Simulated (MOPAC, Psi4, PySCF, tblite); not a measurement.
Dimer C4H4O ··· O2S (SMILES c1ccoc1 and O=S=O) at R = 3.90 Å between the centres of mass, closest contact 3.48 Å (a random orientation, not optimised). Geometry in Å and degrees:

```
C
C 1 1.3552
O 1 1.3615 2 110.35
C 3 1.3616 1 106.95 2 -0.01
C 4 1.3552 3 110.32 1 0.01
H 1 1.0752 2 133.62 5 -179.99
H 4 1.0752 5 133.63 2 179.99
H 2 1.0766 1 126.45 6 0.01
H 5 1.0766 4 126.43 7 -0.01
O 5 3.4807 9 108.47 4 -89.53
S 10 1.4386 5 115.25 9 -163.83
O 11 1.4386 10 118.87 5 145.70
```

Methods: GFN2-xTB (tblite); SAPT0/jun-cc-pVDZ, frozen core (Psi4); B3LYP/def2-TZVP, counterpoise-corrected (Psi4); B3LYP-D3(BJ)/def2-TZVP, counterpoise-corrected (Psi4); PBE/def2-TZVP, counterpoise-corrected (Psi4); PBE-D3(BJ)/def2-TZVP, counterpoise-corrected (Psi4); HF/aug-cc-pVDZ, counterpoise-corrected (Psi4); MP2/aug-cc-pVDZ = DF-MP2/aug-cc-pVDZ, frozen core, counterpoise-corrected (Psi4); SCS-MP2/aug-cc-pVDZ = DF-SCS-MP2/aug-cc-pVDZ, frozen core, counterpoise-corrected run with Psi4; PM3, restricted, heats of formation (MOPAC); PM6, restricted, heats of formation (MOPAC); RKS-B3LYP/6-31G* = restricted B3LYP/6-31G*, spherical d, no counterpoise correction (PySCF); RHF/LANL2DZ = restricted Hartree-Fock/LANL2DZ, with its core potentials past Ne, no counterpoise correction (PySCF); RKS-LDA (SVWN5)/6-31G* = PySCF with restricted LDA (SVWN5)/6-31G*, spherical d, no counterpoise correction; RMP2/6-31G* = restricted MP2 (frozen core)/6-31G*, spherical d, no counterpoise correction (PySCF).

Problem. What interaction energy does each level give?

Solution. 
| method | E_int / kJ/mol |
|---|---|
| RKS-LDA (SVWN5)/6-31G* | -13.57 |
| GFN2-xTB | -10.79 |
| RMP2/6-31G* | -9.08 |
| B3LYP-D3(BJ)/def2-TZVP | -8.85 |
| PBE-D3(BJ)/def2-TZVP | -8.33 |
| MP2/aug-cc-pVDZ | -7.74 |
| SAPT0/jun-cc-pVDZ | -6.11 |
| SCS-MP2/aug-cc-pVDZ | -4.79 |
| RKS-B3LYP/6-31G* | -2.74 |
| RHF/LANL2DZ | -1.91 |
| PBE/def2-TZVP | -1.35 |
| B3LYP/def2-TZVP | 2.30 |
| PM6 | 3.04 |
| HF/aug-cc-pVDZ | 4.36 |
| PM3 | 13.75 |
